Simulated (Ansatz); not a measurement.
This geometry of C$_{4}$H$_{10}$OSi (16 atoms, charge 0, multiplicity 1) is a first-order saddle point.

These are results of Ansatz 0.2.0, RKS revPBE/def2-SVP, not measurements.

```xyz
16
Properties=species:S:1:pos:R:3
C -1.682 -1.959 -1.071
C -0.341 -1.810 -1.104
O 0.334 -0.628 -0.973
Si 0.679 0.249 0.458
C 1.899 1.582 -0.080
C -0.889 0.982 1.221
H -2.123 -2.954 -1.230
H -2.360 -1.107 -0.906
H 0.322 -2.677 -1.297
H 1.317 -0.700 1.445
H 2.804 1.130 -0.535
H 2.219 2.196 0.787
H 1.440 2.259 -0.830
H -1.608 0.187 1.506
H -1.397 1.673 0.516
H -0.636 1.553 2.140
```

Which two structures does it join? (They come from a converged band through this point; their orientation in space is the band's.)

No bond is made or broken. The dihedral C1–C2–O3–Si4 goes from -5 to 169°.

Initial state:

```xyz
16
Properties=species:S:1:pos:R:3
C -1.283 -2.303 -0.595
C -0.553 -1.532 -1.432
O 0.259 -0.484 -1.119
Si 0.536 0.268 0.402
C 1.988 1.429 0.093
C -1.013 1.195 0.967
H -1.885 -3.123 -1.012
H -1.297 -2.163 0.497
H -0.560 -1.717 -2.522
H 0.909 -0.790 1.411
H 2.875 0.867 -0.265
H 2.271 1.957 1.028
H 1.732 2.192 -0.670
H -1.877 0.512 1.094
H -1.297 1.973 0.227
H -0.830 1.697 1.940
```

Final state:

```xyz
16
Properties=species:S:1:pos:R:3
C -1.221 -2.416 -1.688
C -0.664 -1.804 -0.622
O 0.011 -0.620 -0.707
Si 0.516 0.362 0.606
C 1.929 1.412 -0.064
C -0.932 1.411 1.221
H -1.731 -3.380 -1.557
H -1.169 -1.972 -2.693
H -0.717 -2.259 0.389
H 0.989 -0.553 1.712
H 2.758 0.774 -0.431
H 2.332 2.079 0.728
H 1.585 2.048 -0.905
H -1.769 0.772 1.573
H -1.320 2.066 0.413
H -0.619 2.057 2.068
```

How far does it lie above each of them?

2.0 kcal/mol above the first and 1.8 kcal/mol above the second. This is the barrier of this one path; another mechanism may lie lower.

Run time: 5.5 min on 2 threads of Arm Neoverse V1, on a shared host, peak memory 0.19 GiB.
